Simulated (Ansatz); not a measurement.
Mulliken charges of `[Cl][AlH][GeH3]` from ωB97M-V/def2-TZVPP in Ansatz (PBE0-D4/def2-TZVP geometry).

| atom | x (Å) | y (Å) | z (Å) | charge (e) |
| --- | --- | --- | --- | --- |
| Cl1 | -2.499 | -1.527 | -0.127 | -0.229 |
| Al2 | -0.425 | -1.315 | 0.144 | 0.494 |
| Ge3 | 0.501 | 0.960 | -0.093 | -0.217 |
| H4 | 0.380 | -2.632 | 0.480 | -0.104 |
| H5 | 0.226 | 1.522 | -1.500 | 0.019 |
| H6 | -0.144 | 1.926 | 0.917 | 0.019 |
| H7 | 2.024 | 0.997 | 0.133 | 0.017 |

Q: By hand: the dipole of these point charges (1 e Å = 4.8032 D).

A: Σ q r = (0.250, -0.152, 0.062) e Å, of length 0.299 e Å = 1.44 D.

Q: How does the dipole of the full density compare? (Best estimate.)

A: Ansatz gave: (0.236, 0.002, 0.035) e Å, 1.15 D; the point charges give 1.25 times that, at 31° from its direction.

Point charges leave out the atoms' own dipoles, such as those of lone pairs, and Mulliken's split depends on the basis, so the two needn't agree.
